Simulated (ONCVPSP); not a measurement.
**silicon: variants of one ONCV potential**

Base potential:

ONCVPSP 4.0.1 input, shortened (lines: element, Z, core and valence counts, functional; n l f; lmax; l rc ep ncon nbas qcut; lloc lpopt rc5 dvloc0; l nproj debl; icmod fcfact rcfact), PBE, scalar-relativistic:

```
  Si 14.00    3    2        4      upf
    1    0    2.00
    2    0    2.00
    2    1    6.00
    3    0    1.75
    3    1    2.25
    1
    0    1.90    0.00    4    7    2.70
    1    2.10    0.00    4    8    3.10
    4    1    1.85    0.00
    0    2    2.30
    1    2    2.30
    3    1.75    1.65
```

Cutoffs, loose and tight: the cutoffs (Ha) at which the residual kinetic energy of the hardest occupied pseudo-wave falls to 1 and 0.1 mHa per electron. They do not see the model core or the augmentation charge, which bear on the density cutoff. Test errors are all-electron minus pseudo excitation energies from the reference, over the configurations 3s2 3p2; 3s2 3p1; 3s2 3p0; 3s2 3p1.5. A dash means not determined; rows that change the core or the reference have their own tests.

| change | outcome | cutoff, loose | cutoff, tight | bound ghosts | GHOST(+) flags above zero | largest test error (meV) |
| --- | --- | --- | --- | --- | --- | --- |
| base | generated | 25 Ha | 33 Ha | none | none | -8.8 |
| local potential polynomial inside 1.85 bohr (lpopt 1, dvloc0 -2.5 Ha) | generated | 25 Ha | 33 Ha | none | s | -8.7 |
| local potential polynomial inside 1.85 bohr (lpopt 1, dvloc0 -1 Ha) | generated | 25 Ha | 33 Ha | none | none | -8.7 |
| local potential polynomial inside 1.85 bohr (lpopt 1, dvloc0 2 Ha) | generated | 25 Ha | 33 Ha | none | none | -8.8 |
| local potential polynomial inside 1.85 bohr (lpopt 1, dvloc0 2.5 Ha) | generated | 25 Ha | 33 Ha | none | none | -8.8 |
| local potential polynomial inside 1.85 bohr (lpopt 1, dvloc0 4 Ha) | generated | 25 Ha | 33 Ha | none | s | -8.7 |
| local potential polynomial inside 1.85 bohr (lpopt 1, dvloc0 5.5 Ha) | generated | 25 Ha | 33 Ha | none | none | -8.8 |
| local potential polynomial inside 1.85 bohr (lpopt 1, dvloc0 6.5 Ha) | generated | 25 Ha | 33 Ha | none | none | -8.8 |
| local potential polynomial inside 1.85 bohr (lpopt 1, dvloc0 8 Ha) | generated | 25 Ha | 33 Ha | none | none | -8.8 |
| local potential polynomial inside 1.85 bohr (lpopt 1, dvloc0 9.5 Ha) | generated | 25 Ha | 33 Ha | none | p | -8.9 |

Reading the sweep of the dvloc0 (base included, trends over the rows without a ghost): The loose cutoff stays near 25 Ha. The median size of the test errors (rows with all tests solved) stays near 0.3 meV.
